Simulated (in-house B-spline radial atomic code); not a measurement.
Values are calculated unless marked as measured or tabulated.
**Xe ion on Sb atom: potential, deflection and energy transfer**

The pair potential comes from two frozen, spherical free-atom densities (PBE, B-spline radial code, scalar-relativistic past argon): electrostatics plus the change in Thomas-Fermi kinetic and Dirac exchange energy where they overlap, the recipe behind the universal ZBL potential, which averages such potentials (from solid-state densities) over many pairs. It is written V = (Z1 Z2 e²/r) φ(r/a), with e² = 14.3996 eV·Å and a = 0.46850 Å/(Z1^0.23 + Z2^0.23); ZBL's fit is φ = 0.18175 e^(−3.1998x) + 0.50986 e^(−0.94229x) + 0.28022 e^(−0.4029x) + 0.02817 e^(−0.20162x). Where φ falls below 4e-4 it is continued as an exponential.

Masses 131.29 and 121.76 u.

| x = r/a | φ, this pair | φ, ZBL |
| --- | --- | --- |
| 0.1 | 0.8859 | 0.8928 |
| 0.25 | 0.7597 | 0.7647 |
| 0.5 | 0.6079 | 0.6096 |
| 1 | 0.4146 | 0.4164 |
| 1.5 | 0.2973 | 0.2995 |
| 2 | 0.2202 | 0.2218 |
| 3 | 0.1298 | 0.1292 |
| 4 | 0.08167 | 0.08026 |
| 5 | 0.05384 | 0.05224 |
| 6.5 | 0.02991 | 0.02914 |
| 8 | 0.01774 | 0.01705 |
| 10 | 0.009386 | 0.008778 |
| 12 | 0.005154 | 0.00474 |
| 14.5 | 0.002603 | 0.002328 |
| 17 | 0.00137 | 0.001212 |
| 20 | 0.0006468 | 0.0005882 |

Task: At x = 2 the electrostatic, kinetic and exchange parts are 23247.39, 23877.34 and -782.11 eV. Find r, V and φ.

Result: a = 0.46850/(2.5029 + 2.4703) = 0.09421 Å, so r = 0.18841 Å. V = 23247.39 + 23877.34 + (-782.11) = 46342.62 eV. The bare repulsion is 54 × 51 × 14.3996/0.18841 = 210480 eV, so φ = 0.2202, -0.7 % against ZBL's 0.2218. The kinetic (Pauli) term is 52 % of V here.

Task: The ion comes in at 87.49 keV with impact parameter 0.0471 Å. The scattering integral gives a centre-of-mass angle of 139.6° and a closest approach of 2.145 a. What are the reduced energy, the energy passed on and the laboratory angles?

Result: ε = E a M2/(Z1 Z2 e² (M1 + M2)) = 87490 × 1.1430e-06 = 0.1. The most that one collision can pass on is γE with γ = 4 M1 M2/(M1 + M2)² = 0.9986. Here T = γE sin²(θ/2) = 0.9986 × 87490 × 0.8809 = 76960 eV. The ion turns by arctan(sin θ/(cos θ + M1/M2)) = 64.0°, and the struck atom leaves at (180° − θ)/2 = 20.2°. The closest approach is 0.202 Å. With ZBL the angle would be 139.86° and T = 77080 eV.
